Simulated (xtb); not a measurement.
F4MoO, singlet, at a GFN2-xTB geometry (such geometries of metal compounds can be far from the true shape); xtb with GFN1-xTB.

Input for xtb:
```
$ xtb mol.xyz --gfn 1 --acc 0.1 --json

# file mol.xyz
6

Mo     0.06147091    -0.03387881     0.05793728
O      1.14984763    -0.63372208     1.08374922
F     -1.12609422     0.62063073    -1.06136126
F      0.00314904     1.59071839     0.78506936
F      1.03705102    -0.28749738    -1.41017703
F     -1.22305687    -1.20244210     0.45276230
```

Q: What does xtb print? Leave out banner, timings and long lists.

A: 
```
   ID    Z sym.   atoms
    1   42 Mo     1
    2    8 O      2
    3    9 F      3-6

           -------------------------------------------------
          |                Calculation Setup                |
           -------------------------------------------------

           -------------------------------------------------
          |                 G F N 1 - x T B                 |
           -------------------------------------------------

          ...................................................
          :                      SETUP                      :
          :.................................................:
          :  # basis functions                  30          :
          :  # atomic orbitals                  29          :
          :  # shells                           13          :
          :  # electrons                        40          :
          :  # halogen bonds                     0          :
          :  max. iterations                   250          :
          :  Hamiltonian                  GFN1-xTB          :
          :  restarted?                      false          :
          :  GBSA solvation                  false          :
          :  PC potential                    false          :
          :  electronic temp.          300.0000000     K    :
          :  accuracy                    0.1000000          :
          :  -> integral cutoff          0.3500000E+02      :
          :  -> integral neglect         0.1000000E-08      :
          :  -> SCF convergence          0.1000000E-06 Eh   :
          :  -> wf. convergence          0.2000000E-05 e    :
          :  Broyden damping             0.4000000          :
          :  net charge                          0          :
          :  unpaired electrons                  0          :
          ...................................................

 iter      E             dE          RMSdq      gap      omega  full diag
   1    -27.5044820 -0.275045E+02  0.116E+01    7.82       0.0  T
   2    -27.6272104 -0.122728E+00  0.467E+00    5.40       1.0  T
   3    -27.6299452 -0.273478E-02  0.257E+00    6.18       1.0  T
   4    -27.6332337 -0.328855E-02  0.738E-01    5.54       1.0  T
   5    -27.6363571 -0.312337E-02  0.104E-01    5.90       1.0  T
   6    -27.6363877 -0.306316E-04  0.158E-02    5.87       2.6  T
   7    -27.6363864  0.132046E-05  0.226E-02    5.87       1.8  T
   8    -27.6363878 -0.144809E-05  0.892E-04    5.87      45.8  T
   9    -27.6363878 -0.155552E-08  0.132E-05    5.87    3092.4  T
  10    -27.6363878 -0.888178E-13  0.808E-06    5.87    5051.2  T

   *** convergence criteria satisfied after 10 iterations ***

         :::::::::::::::::::::::::::::::::::::::::::::::::::::
         ::                     SUMMARY                     ::
         :::::::::::::::::::::::::::::::::::::::::::::::::::::
         :: total energy             -27.563047622821 Eh    ::
         :: gradient norm              0.060982655187 Eh/a0 ::
         :: HOMO-LUMO gap              5.865272906260 eV    ::
         ::.................................................::
         :: SCC energy               -27.636387842944 Eh    ::
         :: -> electrostatic           0.314210254740 Eh    ::
         :: repulsion energy           0.074961199289 Eh    ::
         :: dispersion energy         -0.001620979165 Eh    ::
         :: halogen bond corr.         0.000000000000 Eh    ::
         :: add. restraining           0.000000000000 Eh    ::
         :: total charge               0.000000000000 e     ::
         :::::::::::::::::::::::::::::::::::::::::::::::::::::

           -------------------------------------------------
          |                Property Printout                |
           -------------------------------------------------

    * Orbital Energies and Occupations

         #    Occupation            Energy/Eh            Energy/eV
      -------------------------------------------------------------
         1        2.0000           -0.8876095             -24.1531
       ...           ...                  ...                  ...
         8        2.0000           -0.5897049             -16.0467
         9        2.0000           -0.5884846             -16.0135
        10        2.0000           -0.5884846             -16.0135
        11        2.0000           -0.5795961             -15.7716
        12        2.0000           -0.5759740             -15.6730
        13        2.0000           -0.5759740             -15.6730
        14        2.0000           -0.5694119             -15.4945
        15        2.0000           -0.5545400             -15.0898
        16        2.0000           -0.5497971             -14.9607
        17        2.0000           -0.5497971             -14.9607
        18        2.0000           -0.5397032             -14.6861
        19        2.0000           -0.5397032             -14.6861
        20        2.0000           -0.5289755             -14.3942 (HOMO)
        21                         -0.3134307              -8.5289 (LUMO)
        22                         -0.3134307              -8.5289
        23                         -0.2693588              -7.3296
        24                         -0.2693588              -7.3296
        25                         -0.1215494              -3.3075
        26                          0.0717933               1.9536
        27                          0.0717933               1.9536
        28                          0.1329577               3.6180
        29                          0.4297632              11.6945
      -------------------------------------------------------------
                  HL-Gap            0.2155448 Eh            5.8653 eV
             Fermi-level           -0.4212031 Eh          -11.4615 eV

  Mulliken/CM5 charges         n(s)   n(p)   n(d)
     1Mo    2.47922  3.25697   0.591  1.033  1.897
     2O    -0.70763 -0.97852   1.682  5.025  0.000
     3F    -0.47680 -0.60940   1.796  5.680  0.000
     4F    -0.43160 -0.55635   1.798  5.633  0.000
     5F    -0.43160 -0.55635   1.798  5.633  0.000
     6F    -0.43160 -0.55635   1.798  5.633  0.000

Wiberg/Mayer (AO) data.
largest (>0.10) Wiberg bond orders for each atom

 ---------------------------------------------------------------------------
     #   Z sym  total        # sym  WBO       # sym  WBO       # sym  WBO
 ---------------------------------------------------------------------------
     1  42 Mo   5.544 --     2 O    1.938     6 F    0.926     4 F    0.926
                             5 F    0.926     3 F    0.829
     2   8 O    2.102 --     1 Mo   1.938
     3   9 F    0.957 --     1 Mo   0.829
     4   9 F    1.028 --     1 Mo   0.926
     5   9 F    1.028 --     1 Mo   0.926
     6   9 F    1.028 --     1 Mo   0.926
 ---------------------------------------------------------------------------

Topologies differ in total number of bonds
Writing topology from bond orders to xtbtopo.mol

 dipole moment from electron density (au)
     X       Y       Z
  -0.5069   0.2794  -0.4778  total (Debye):    1.908

           -------------------------------------------------
          | TOTAL ENERGY              -27.563047622821 Eh   |
          | GRADIENT NORM               0.060982655187 Eh/α |
          | HOMO-LUMO GAP               5.865272906260 eV   |
           -------------------------------------------------

normal termination of xtb
```
